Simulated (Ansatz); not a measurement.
Steps of a relaxation of CH$_{5}$BClFSi, SMILES `C[SiH2]B(F)Cl` with RKS PBE0-D4/def2-TZVP.

```sh
$ ansatz run in.yaml --threads 4 --pin off --events-out ev --progress --plain --max-ram 10444MiB
```

```yaml
crystal:
  periodic: [false, false, false]
  atoms:
    - {symbol: C, position_ang: [-1.313324, 0.109575, 0.674308]}
    - {symbol: Si, position_ang: [0.574783, 0.064676, 0.554372]}
    - {symbol: B, position_ang: [1.165000, -0.322845, -1.352896]}
    - {symbol: F, position_ang: [2.312946, -0.917222, -1.663280]}
    - {symbol: Cl, position_ang: [0.139870, 0.182959, -2.710096]}
    - {symbol: H, position_ang: [-1.743566, -0.889718, 0.461883]}
    - {symbol: H, position_ang: [-1.646842, 0.424668, 1.683084]}
    - {symbol: H, position_ang: [-1.720765, 0.822009, -0.070528]}
    - {symbol: H, position_ang: [1.165469, -0.940328, 1.510648]}
    - {symbol: H, position_ang: [1.149628, 1.415026, 0.915505]}
basis:
  gaussian: {orbitals: def2-TZVP}
hamiltonian: {xc: pbe0, dispersion: d4}
relax: {f_tol: 0.005, max_steps: 150}
```

Positions (Å) and forces (eV/Å) along the path, 15 of 28 steps:

```xyz
10
step=1 energy=-24904.9547 eV
C    -1.313    0.110    0.674   -0.174   -0.012   -0.021
Si    0.575    0.065    0.554   -0.120    0.099    0.298
B     1.165   -0.323   -1.353    0.297   -0.140   -0.282
F     2.313   -0.917   -1.663   -0.546    0.278    0.128
Cl    0.140    0.183   -2.710    0.224   -0.119    0.224
H    -1.744   -0.890    0.462    0.200    0.478    0.105
H    -1.647    0.425    1.683    0.180   -0.154   -0.489
H    -1.721    0.822   -0.071    0.179   -0.334    0.368
H     1.165   -0.940    1.511   -0.126    0.194   -0.231
H     1.150    1.415    0.916   -0.115   -0.290   -0.099
10
step=2 energy=-24904.9824 eV
C    -1.309    0.111    0.675   -0.002    0.005   -0.011
Si    0.567    0.074    0.554   -0.089    0.057    0.053
B     1.165   -0.310   -1.347    0.056   -0.159   -0.169
F     2.300   -0.918   -1.642   -0.183    0.145    0.054
Cl    0.151    0.161   -2.717    0.112   -0.025    0.118
H    -1.734   -0.875    0.448    0.065    0.138    0.033
H    -1.632    0.401    1.682    0.046   -0.040   -0.137
H    -1.720    0.830   -0.043    0.055   -0.101    0.110
H     1.154   -0.935    1.486   -0.026    0.052   -0.055
H     1.141    1.410    0.906   -0.034   -0.072    0.003
10
step=9 energy=-24904.9876 eV
C    -1.311    0.130    0.679   -0.001    0.009    0.009
Si    0.553    0.067    0.543    0.010    0.004    0.010
B     1.165   -0.311   -1.353    0.022   -0.037   -0.091
F     2.358   -0.804   -1.623   -0.053    0.034    0.011
Cl    0.128    0.028   -2.739    0.036   -0.009    0.059
H    -1.754   -0.836    0.427    0.002   -0.013   -0.004
H    -1.613    0.390    1.695   -0.014    0.002    0.007
H    -1.721    0.876   -0.004   -0.001    0.012   -0.008
H     1.126   -0.968    1.449    0.001   -0.008    0.006
H     1.153    1.377    0.928   -0.002    0.006    0.001
10
step=10 energy=-24904.9872 eV rejected
C    -1.311    0.136    0.678   -0.007    0.005    0.011
Si    0.552    0.059    0.544   -0.007   -0.025    0.005
B     1.163   -0.319   -1.353    0.137    0.035   -0.111
F     2.378   -0.758   -1.625   -0.173    0.031    0.025
Cl    0.113   -0.009   -2.737    0.050   -0.042    0.074
H    -1.761   -0.826    0.421    0.005   -0.002   -0.001
H    -1.614    0.392    1.696   -0.010   -0.001   -0.003
H    -1.716    0.889   -0.001    0.005    0.002    0.000
H     1.118   -0.981    1.448   -0.003    0.001    0.006
H     1.160    1.366    0.932    0.002   -0.004   -0.006
10
step=12 energy=-24904.9882 eV
C    -1.310    0.139    0.677   -0.001   -0.006   -0.002
Si    0.556    0.061    0.547   -0.012    0.002    0.013
B     1.165   -0.312   -1.354    0.040   -0.009   -0.013
F     2.378   -0.750   -1.629   -0.073    0.025   -0.003
Cl    0.098   -0.032   -2.728    0.031   -0.014    0.021
H    -1.755   -0.821    0.406    0.001    0.012    0.000
H    -1.622    0.385    1.694    0.012   -0.002   -0.011
H    -1.710    0.898    0.001    0.006   -0.007    0.005
H     1.117   -0.984    1.449   -0.004    0.006   -0.008
H     1.166    1.365    0.941    0.000   -0.006   -0.001
10
step=14 energy=-24904.9887 eV
C    -1.308    0.148    0.673   -0.007   -0.003   -0.006
Si    0.556    0.059    0.550   -0.002    0.000    0.001
B     1.165   -0.308   -1.352    0.021   -0.007   -0.031
F     2.395   -0.690   -1.633   -0.051    0.018   -0.001
Cl    0.072   -0.108   -2.720    0.036   -0.010    0.032
H    -1.761   -0.803    0.381    0.007    0.015    0.006
H    -1.621    0.377    1.694   -0.002    0.000   -0.005
H    -1.698    0.923    0.010    0.001   -0.008    0.010
H     1.108   -1.001    1.440   -0.001    0.000   -0.002
H     1.177    1.352    0.961   -0.003   -0.005   -0.003
10
step=15 energy=-24904.9889 eV
C    -1.308    0.152    0.672   -0.010    0.001   -0.010
Si    0.555    0.056    0.550    0.001   -0.008    0.003
B     1.165   -0.309   -1.352   -0.030    0.029   -0.023
F     2.402   -0.658   -1.636    0.014   -0.010   -0.009
Cl    0.064   -0.143   -2.718    0.026   -0.012    0.030
H    -1.765   -0.794    0.373    0.008    0.014    0.007
H    -1.620    0.375    1.694   -0.006    0.001   -0.001
H    -1.694    0.934    0.015   -0.001   -0.007    0.010
H     1.102   -1.009    1.437    0.001   -0.005   -0.001
H     1.182    1.344    0.968   -0.003   -0.002   -0.007
10
step=17 energy=-24904.9891 eV
C    -1.308    0.159    0.672   -0.012    0.000   -0.016
Si    0.554    0.053    0.550    0.012    0.008   -0.001
B     1.168   -0.304   -1.353   -0.044   -0.007   -0.028
F     2.415   -0.614   -1.639    0.003    0.005   -0.007
Cl    0.053   -0.197   -2.714    0.039   -0.003    0.036
H    -1.771   -0.781    0.362    0.007    0.011    0.007
H    -1.620    0.374    1.696   -0.004    0.000    0.001
H    -1.689    0.950    0.022    0.001   -0.008    0.010
H     1.093   -1.024    1.428    0.000   -0.003   -0.001
H     1.188    1.333    0.979   -0.002   -0.003    0.001
10
step=18 energy=-24904.9891 eV
C    -1.308    0.162    0.672   -0.013    0.001   -0.018
Si    0.554    0.050    0.549    0.015    0.015    0.002
B     1.169   -0.301   -1.354   -0.062   -0.016   -0.021
F     2.420   -0.593   -1.641    0.016    0.005   -0.011
Cl    0.049   -0.221   -2.712    0.041    0.000    0.036
H    -1.774   -0.775    0.358    0.007    0.010    0.006
H    -1.620    0.374    1.696   -0.003    0.000    0.001
H    -1.687    0.957    0.026    0.002   -0.008    0.009
H     1.089   -1.030    1.425    0.001   -0.006   -0.005
H     1.192    1.327    0.984   -0.003   -0.002    0.001
10
step=20 energy=-24904.9893 eV
C    -1.309    0.170    0.672   -0.003    0.004   -0.003
Si    0.553    0.046    0.549    0.007    0.005    0.002
B     1.170   -0.300   -1.355   -0.019    0.001   -0.042
F     2.432   -0.540   -1.645   -0.034    0.004   -0.001
Cl    0.042   -0.279   -2.710    0.047   -0.005    0.046
H    -1.781   -0.762    0.353    0.001   -0.002   -0.001
H    -1.619    0.377    1.698    0.001   -0.001    0.001
H    -1.684    0.972    0.032    0.002   -0.002    0.000
H     1.079   -1.048    1.413   -0.002    0.001   -0.002
H     1.200    1.314    0.996   -0.001   -0.005    0.000
10
step=21 energy=-24904.9894 eV
C    -1.309    0.171    0.671    0.000    0.004    0.002
Si    0.553    0.047    0.549    0.003    0.003    0.000
B     1.170   -0.300   -1.354   -0.044    0.005   -0.032
F     2.432   -0.535   -1.645   -0.001   -0.001   -0.007
Cl    0.041   -0.286   -2.709    0.041   -0.003    0.041
H    -1.781   -0.760    0.351    0.000   -0.003   -0.002
H    -1.619    0.376    1.698    0.001   -0.001    0.000
H    -1.683    0.974    0.033    0.002   -0.001   -0.001
H     1.078   -1.050    1.411   -0.002    0.002   -0.001
H     1.201    1.313    0.998   -0.001   -0.005    0.000
10
step=23 energy=-24904.9895 eV
C    -1.308    0.180    0.669    0.009    0.003    0.019
Si    0.554    0.046    0.550   -0.012   -0.011    0.008
B     1.168   -0.296   -1.355   -0.015    0.013   -0.021
F     2.438   -0.484   -1.652    0.007   -0.004   -0.004
Cl    0.033   -0.351   -2.701    0.016   -0.002    0.023
H    -1.782   -0.746    0.336   -0.003   -0.004   -0.005
H    -1.620    0.372    1.698    0.002    0.000   -0.007
H    -1.678    0.993    0.041   -0.002    0.004   -0.005
H     1.067   -1.066    1.400   -0.002    0.004   -0.001
H     1.212    1.300    1.017    0.000    0.000   -0.006
10
step=24 energy=-24904.9896 eV
C    -1.308    0.182    0.669    0.007   -0.001    0.015
Si    0.553    0.045    0.550   -0.009   -0.006    0.007
B     1.168   -0.295   -1.355    0.009   -0.001   -0.018
F     2.439   -0.470   -1.654   -0.014    0.002    0.001
Cl    0.031   -0.368   -2.698    0.011    0.000    0.015
H    -1.783   -0.741    0.331   -0.003    0.000   -0.003
H    -1.621    0.371    1.698    0.002    0.000   -0.008
H    -1.675    0.998    0.044   -0.001    0.002   -0.003
H     1.064   -1.070    1.398   -0.001    0.003   -0.003
H     1.214    1.296    1.020   -0.001    0.001   -0.003
10
step=25 energy=-24904.9896 eV
C    -1.308    0.183    0.669    0.005   -0.004    0.008
Si    0.553    0.044    0.550   -0.005   -0.001    0.003
B     1.168   -0.294   -1.355    0.011   -0.005   -0.009
F     2.440   -0.462   -1.655   -0.012    0.003    0.002
Cl    0.030   -0.376   -2.695    0.003    0.001    0.004
H    -1.784   -0.739    0.328   -0.002    0.003   -0.001
H    -1.621    0.370    1.698    0.001    0.000   -0.006
H    -1.674    1.001    0.045    0.000    0.001   -0.001
H     1.063   -1.072    1.398   -0.001    0.002   -0.002
H     1.215    1.295    1.020    0.000    0.001    0.001
10
step=28 energy=-24904.9896 eV
C    -1.308    0.187    0.669   -0.001   -0.002   -0.005
Si    0.553    0.042    0.550    0.000    0.001   -0.001
B     1.169   -0.293   -1.355    0.003   -0.001    0.002
F     2.443   -0.435   -1.659   -0.004    0.000    0.000
Cl    0.028   -0.409   -2.690    0.000    0.000   -0.001
H    -1.788   -0.730    0.319    0.001    0.002    0.002
H    -1.621    0.367    1.699    0.000    0.000    0.001
H    -1.670    1.011    0.051    0.000   -0.001    0.002
H     1.058   -1.079    1.393    0.000   -0.001    0.000
H     1.219    1.289    1.027    0.000    0.000    0.000
```

Hardware: 4 threads of an Arm Neoverse V1 on a shared host. Wall time 92 s, peak host memory 0.5 GiB.
